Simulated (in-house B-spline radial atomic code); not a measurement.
Ionisation energies along the 7-electron series, configuration [He] 2s2 2p3, as differences of self-consistent energies. Dirac energy differences include first-order Breit, QED and recoil terms. NIST's values go from ground level to ground level; the uncertainty of those that are theory runs from under 0.1 % in few-electron ions to several per cent in heavy many-electron ones. Computed with an all-electron radial atomic-structure program (B-spline basis): Dirac-Hartree-Fock, average of the configuration, finite nuclei.

```csv
ion,configuration after,ionisation energy (eV),IE/(q+1)² (eV),Breit and QED recoil part (eV),tabulated value (eV),tabulated kind,computed minus tabulated (eV)
Si7+,[He] 2s2 2p2,298.0,4.6565,-0.06645,303.59,semi-empirical,-5.6
P8+,[He] 2s2 2p2,?,?,?,?,semi-empirical,?
S9+,[He] 2s2 2p2,?,?,?,?,semi-empirical,?
Cl10+,[He] 2s2 2p2,523.5,4.3267,-0.14854,530,semi-empirical,-6.5
Ar11+,[He] 2s2 2p2,612.4,4.2529,-0.18592,619,semi-empirical,-6.6
K12+,[He] 2s2 2p2,708.2,4.1904,-0.22953,714.7,semi-empirical,-6.5
Ca13+,[He] 2s2 2p2,810.8,4.1368,-0.27925,817.2,semi-empirical,-6.4
Sc14+,[He] 2s2 2p2,920.3,4.0903,-0.33527,926.5,semi-empirical,-6.2
```

(1) Fill in the row of P8+.

(2) Fill in the row of S9+.

Where a p, d or f electron is removed, the computed value is a mean over both j, so it misses the tabulated one by a part of the spin-orbit splitting; averaging over terms and missing correlation add to the gap, relatively most at low charge.

## Answers

(1) ionisation energy (eV): 366.3; IE/(q+1)² (eV): 4.5227; Breit and QED recoil part (eV): -0.089089; tabulated value (eV): 372.31; computed minus tabulated (eV): -6.0.

(2) ionisation energy (eV): 441.5; IE/(q+1)² (eV): 4.4151; Breit and QED recoil part (eV): -0.1164; tabulated value (eV): 447.7; computed minus tabulated (eV): -6.2.
